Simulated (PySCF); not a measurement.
## A small calculation by hand: chemical shift, span and skew from a shielding tensor

C2H9BO2Si, SMILES C[SiH2]CB(O)O. Atoms are numbered in the order given.

```xyz
15

Si    -1.0931    -0.0387    -1.1235
C     -2.1783     0.3035     0.3805
C      0.4923    -0.9195    -0.5727
B      1.2449    -0.0572     0.5205
O      0.9404    -0.1385     1.8511
O      2.1874     0.8777     0.2039
H     -1.8376    -0.8718    -2.1168
H     -0.7272     1.2484    -1.7913
H     -1.6222     0.8888     1.1298
H     -2.4980    -0.6407     0.8527
H     -3.0858     0.8645     0.1079
H      0.1973    -1.9086    -0.1795
H      1.1160    -1.1018    -1.4648
H      0.2699    -0.8018     2.0440
H      2.3595     0.9334    -0.7419
```
Charge 0, spin multiplicity 1.

The structure is a stationary point at B3LYP-D3(BJ)/def2-SVP. This is a generated structure with no PubChem entry under its InChIKey; it may be hypothetical. Other conformers were not sampled.

GIAO shieldings from PySCF with PBE/pcSseg-1, non-relativistic, no solvent. The symmetric part of the tensor of Si1 has the principal values 342.8, 368.6, 414.7 ppm. The same nucleus in TMS has σ = 335.4 ppm at this level (PySCF, at its B3LYP-D3(BJ)/def2-TZVP geometry).

Q: Work out the isotropic shielding, the ²⁹Si shift against TMS, the span and the skew.

A: 
σ(iso) = (σ11 + σ22 + σ33)/3 = 375.4 ppm. δ = σ(ref) − σ(iso) = 335.4 − (375.4) = -40.0 ppm.
Span Ω = σ33 − σ11 = 71.9 ppm. Skew κ = 3(σ(iso) − σ22)/Ω = 0.28. Tumbling in solution averages the tensor to δ; in a static solid the shielding alone would spread this spin-1/2 line over Ω.
